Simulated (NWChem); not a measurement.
Species: CH₃BiF₂O; SMILES C[O][Bi]([F])[F]

```xyz
8

Bi     0.2233     0.3898     0.0000
F     -1.1615     0.2678    -1.4782
F     -1.1615     0.2678     1.4782
O      0.7131    -1.6089     0.0000
C     -0.2826    -2.6042     0.0000
H      0.2181    -3.5862     0.0000
H     -0.9291    -2.5450    -0.8935
H     -0.9291    -2.5450     0.8935
```
Atoms are numbered in this order, from 1.

The geometry was optimised at PBE0/def2-SVP. Not confirmed as a minimum by frequencies. B3LYP is NWChem's, with the RPA form of VWN correlation. def2 effective core potentials on Bi; no spin-orbit coupling.

Symmetry labels are those of Cs in the frame above (b1 and b2, or b-type labels, depend on it).

**Question.** List the 4 lowest vertical singlet excitations from B3LYP/def2-SVPD with def2 effective core potentials on Bi, TDA (NWChem).

**Answer.** 
```json
[
 {"state": "S1", "energy (eV)": "5.06", "oscillator strength": "0.001", "symmetry": "a\"", "leading excitation (squared amplitude)": "HOMO → LUMO+1 (0.99)"},
 {"state": "S2", "energy (eV)": "5.16", "oscillator strength": "0.006", "symmetry": "a'", "leading excitation (squared amplitude)": "HOMO → LUMO (0.88)"},
 {"state": "S3", "energy (eV)": "5.36", "oscillator strength": "0.010", "symmetry": "a\"", "leading excitation (squared amplitude)": "HOMO−1 → LUMO (0.99)"},
 {"state": "S4", "energy (eV)": "5.55", "oscillator strength": "0.000", "symmetry": "a\"", "leading excitation (squared amplitude)": "HOMO → LUMO+2 (0.98)"}
]
```
